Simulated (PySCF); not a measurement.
Molecule: `C=C=C=CC[SiH3]`, C$_{5}$H$_{8}$Si.

Mapped SMILES: `[CH2:1]=[C:2]=[C:3]=[CH:4][CH2:5][SiH3:6]` (H(Xn): hydrogen on atom n).

Geometry PBE0-D3(BJ)/def2-SVP throughout; GIAO in PySCF, gas phase, one conformer, non-relativistic; equivalent atoms averaged; functional PBE0.

Q: How do the shifts δ (against TMS at the same level) depend on the basis set? (a selection of nuclei; ppm; last column core-seconds on shared hosts with different chips, so compare them loosely)

A: 
```tsv
basis set	functions	C2	C3	C4	C5	Si6	H(C4)	H(C1)	H(Si6)	H(C5)	core-s
STO-3G	42	148.8	144.4	97.2	14.8	-63.3	5.18	4.89	1.90	1.27	3.7
6-31G	74	168.3	161.9	107.5	17.0	-42.5	6.02	5.42	3.77	1.90	7
6-31G*	104	165.5	159.5	105.1	17.5	-35.5	5.74	5.01	4.18	1.74	10
def2-SVP	128	173.1	166.2	109.7	17.5	-66.0	5.67	5.11	3.97	1.73	11
pcSseg-1	149	184.6	176.1	117.7	19.8	-64.8	5.85	5.34	3.94	1.91	12
6-311+G(2d,p)	218	182.4	173.3	115.8	20.1	-65.4	5.95	5.23	4.18	2.04	26
def2-TZVP	240	182.9	173.7	116.6	20.4	-65.8	5.95	5.25	4.19	2.01	31
```

Q: Which nucleus among those listed moves most, in ppm?

A: C2 (central carbon of an allene): from 148.8 ppm with STO-3G to 184.6 ppm with pcSseg-1. The smallest spread is 0.53 ppm, at H(C1). Proton shifts span only some 12 ppm, so a few tenths of a ppm matter as much there as several ppm in carbon.

Q: Taking the largest basis, def2-TZVP (240 functions), as the yardstick, rank the others by their worst heavy-atom deviation.

A: 6-311+G(2d,p) 0.9 ppm (218 functions), pcSseg-1 2.3 ppm (149 functions), def2-SVP 9.9 ppm (128 functions), 6-31G 23.3 ppm (74 functions), 6-31G* 30.3 ppm (104 functions), STO-3G 34.1 ppm (42 functions).

A small basis that lands close on one nucleus may do so by chance; judge by the trend and by all nuclei.
